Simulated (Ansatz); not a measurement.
Start from `CBOCC` and change one element to get `CBSCC`.

Ansatz, PBE0-D4/def2-TZVP geometries, multiplicity 1. Each molecule was computed in one conformer, which needn't be the lowest.

| property | `CBOCC` |
| --- | --- |
| LUMO energy (ωB97M-V/def2-TZVPP) / eV | 2.07 |
| LUMO energy (B3LYP/def2-TZVPP) / eV | 0.01 |
| LUMO energy (PBE0/def2-TZVPP) / eV | 0.26 |
| HOMO energy (PBE0/def2-TZVPP) / eV | -8.31 |
| HOMO–LUMO gap (ωB97M-V/def2-TZVPP) / eV | 12.74 |
| HOMO energy (ωB97M-V/def2-TZVPP) / eV | -10.67 |

Task: What does the change do to each property? (An estimate is asked.)

Result: Ansatz gave: 
```
                               property  `CBSCC`  shift
  LUMO energy (ωB97M-V/def2-TZVPP) / eV     1.30  -0.77
    LUMO energy (B3LYP/def2-TZVPP) / eV    -0.81  -0.82
     LUMO energy (PBE0/def2-TZVPP) / eV    -0.62  -0.88
     HOMO energy (PBE0/def2-TZVPP) / eV    -7.40   0.91
HOMO–LUMO gap (ωB97M-V/def2-TZVPP) / eV    10.89  -1.85
  HOMO energy (ωB97M-V/def2-TZVPP) / eV    -9.59   1.08
```

With PBE0 the HOMO rises by 0.91 eV and the LUMO falls by 0.88 eV, so the gap narrows by about 1.79 eV. PBE moves the HOMO by 0.58 eV and ωB97M-V by 1.08 eV.

B3LYP here is the variant with VWN-RPA as its local correlation; programs differ in this.
